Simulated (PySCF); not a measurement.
# C9H7: g tensor and hyperfine couplings

C₉H₇ (doublet state).
Cartesian coordinates in Å at the GFN2-xTB level; atoms count from 1:
```xyz
16
C9H7 angstrom
C     -1.7758   -0.1565   -1.6906
C     -1.3052    0.0120   -0.4871
C     -2.2048    0.2760    0.7109
C      0.1371   -0.0422   -0.1999
C      0.5623    0.1527    1.1333
C      0.9082    0.3199    2.2717
C      1.0397   -0.2724   -1.1813
C      2.4217   -0.3354   -0.9730
C      3.6136   -0.3946   -0.8180
H     -2.7173   -0.1739   -2.1858
H     -3.2483    0.3045    0.4087
H     -2.0645   -0.5110    1.4497
H     -1.9344    1.2284    1.1634
H      1.2247    0.4651    3.2611
H      0.6837   -0.4190   -2.1942
H      4.6519   -0.4446   -0.6803
```

The hyperfine couplings belong to this conformer and change with its torsions.

As a line formula: `C#C/C=C(C#C)/C(=[C]/[H])C` [radical].

Method used: UKS B3LYP, pcH-1 on C H, non-relativistic, mean-field spin-orbit, GIAO in PySCF 2.14.0. Geometry: GFN2-xTB, one conformer, isolated molecule. The geometry wasn't refined by DFT: couplings that depend on bond lengths, twists or pyramidal angles can differ widely from those at the functional's own minimum. No stability test was run, so a lower SCF solution isn't excluded.

```
g1, g2, g3                      : 2.00193, 2.00220, 2.00277
g_iso                           : 2.00230
Form of g                       : rhombic: the two nearest values differ by 32 % of g3 − g1
⟨S²⟩                            : 0.7672 (exact 0.7500)
α and β electrons               : 31, 30
HOMO–LUMO gap, α and β orbitals : 4.04, 3.60 eV
Total energy                    : -346.94030 Eh
```

Isotropic coupling and dipolar principal values T1 to T3, in MHz; ρ(0) is the spin density at the nucleus:

```csv
atom,isotope,a_iso,T1,T2,T3,Mulliken spin population,ρ(0) (bohr⁻³)
C1,13C,292.6,-85.2,-56.2,141.5,1.08,0.2603
C2,13C,-21.7,-21.6,2.2,19.4,-0.19,-0.0193
C3,13C,70.8,-8.1,-6.9,15.0,0.07,0.0630
C4,13C,47.0,-6.1,2.6,3.5,0.08,0.0418
C5,13C,-4.2,-1.4,-0.6,2.1,-0.02,-0.0037
C6,13C,2.0,-2.0,0.1,1.9,0.03,0.0018
C7,13C,-0.3,-11.4,4.1,7.3,-0.05,-0.0003
C8,13C,3.8,-1.0,-0.5,1.5,0.01,0.0033
C9,13C,-2.0,-5.6,2.3,3.3,-0.03,-0.0018
H10,1H,32.9,-32.9,-8.5,41.4,0.01,0.0074
H11,1H,-0.5,-6.4,-1.8,8.2,0.00,-0.0001
H12,1H,-3.0,-4.1,-1.1,5.2,0.00,-0.0007
H13,1H,-2.7,-4.1,-1.1,5.2,0.00,-0.0006
H14,1H,-2.0,-1.0,-0.7,1.7,0.00,-0.0005
H15,1H,3.2,-8.2,-6.4,14.5,0.01,0.0007
H16,1H,1.9,-0.6,-0.3,0.9,0.00,0.0004
```

The Mulliken spin populations are largest on C1 (+1.08), C2 (-0.19), C4 (+0.08) and C3 (+0.07). No atom but C1 exceeds +0.15. The positive populations add up to 1.28 and the negative ones to -0.28, together 2S = 1.

Axes: g1 points within 4° of the C1–H10 bond and g2 points within 13° of the C2–C3 bond.

Under fast tumbling the dipolar parts average out, and these isotropic splittings remain: 1 × 1H (H10, I = 1/2, 2 lines) with 1.17 mT, 1 × 1H (H15, I = 1/2, 2 lines) with 0.11 mT, 3 × 1H (H11/H12/H13, I = 1/2, 4 lines) with 0.07 mT, 1 × 1H (H14, I = 1/2, 2 lines) with 0.07 mT and 1 × 1H (H16, I = 1/2, 2 lines) with 0.07 mT.

Class means assume fast exchange of nuclei equivalent by connectivity; if that motion is slow, each nucleus keeps its own coupling.

The 13C coupling of C1 (292.6 MHz) shows only in satellite lines or after enrichment, since that isotope makes up about 1.07 % of natural carbon.

The spin density at the nucleus, in bohr⁻³, is negative for C2 (-0.0193), C5 (-0.0037) and C9 (-0.0018), for instance. A restricted open-shell determinant has no negative spin density anywhere; here it arises because α and β orbitals differ (spin polarisation).

On one thread, Arm Neoverse V2 (aarch64), on a shared host, this took 84 s of wall time (grids of density and orbitals included) and 1.1 GiB of memory at its peak.
